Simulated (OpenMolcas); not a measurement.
Er2+ among 8 point charges of -0.5 e arranged as a cube (Oh), 2.99 Å from the ion.

```json
{"Program": "OpenMolcas 26.06", "Method": "CASSCF", "Basis": "ANO-RCC-VDZP [7s6p4d2f1g]", "Scalar Hamiltonian": "DKH2, point nucleus", "Active space": "12 electrons in 7 orbitals (4f)", "State averaging": "2S+1 = 3 even, 21 roots; 2S+1 = 1 even, 27 roots kept (CI in the orbitals of an earlier block)", "Spin-orbit coupling": "state interaction with AMFI integrals over the reference wave functions"}
```

Problem. What is the spin-free ground state?

Solution. A state of multiplicity 3, 6-fold in its orbital part, 100 % from free-ion H terms; it has the highest spin that f12 allows.

Problem. Where is the first state of the same spin?

Solution. 3E at 32.2 cm-1 above the ground state.

Problem. What are the lowest two levels with spin-orbit coupling?

Solution. A 1-fold level A2, then a 5-fold level 0.1 cm-1 above it. Their leading multiplicities are 3 (99 %) and 3 (99 %).

Problem. What is χT at 300 K, and how does it compare with the textbook value?

Solution. Hund's rules give f12 the level 3H6 with g = 1.167, so an isolated free-ion multiplet has χT = g² J(J+1) / 8 = 7.146 cm3 K/mol. The computed 7.147 at 300 K differs by 0 %, through the field's splitting, the mixing of terms and any other multiplet in reach.

Point charges carry no covalency, so the field is a model and not that of real ligands. A group larger than the point group allows holds several states that coincide in this model. The first state left out of the spin-orbit step lies near 77000 cm-1 above the lowest spin-free state of the reference (among the parities and spins computed), and the lists stop at four fifths of that energy or lower. No measured value stands beside these numbers.
